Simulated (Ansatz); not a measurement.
Input for Ansatz (a quantum-chemistry and plane-wave program): U-r2SCAN/def2-TZVPP on NH2 (SMILES [NH2+]), 2S+1 = 3, a spin state set in the input, which need not be the lowest. Charge +1.

Ansatz 0.2 input:
```yaml
crystal:
  periodic: [false, false, false]
  atoms:
    - {symbol: N, position_ang: [0.00013468, -0.05122920, 0.00000001]}
    - {symbol: H, position_ang: [-1.01097148, 0.17664562, -0.00000003]}
    - {symbol: H, position_ang: [1.01002872, 0.18195880, -0.00000003]}
basis:
  gaussian:
    orbitals: def2-TZVPP
hamiltonian:
  xc: {name: r2SCAN}
total_charge: 1
magnetization: {spin_polarized: true, initial_magnetization: 2}
```

The head of its log:

```
WARN ansatz: RAYON_NUM_THREADS=2 ignored (pool sized by the plan → 2); use --threads N
Functional definition: r2SCAN
integrals: 0.01 GiB planned
273 factors; their error is unknown
mean field: 0.12 GiB planned
mean field evaluation 1: about -1504.9049 eV, gradient 3.4e1 eV
mean field evaluation 2: about -1505.8797 eV, gradient 2.9e1 eV
```

Q: What total energy does the run end on?

A: -55.4639 hartree.
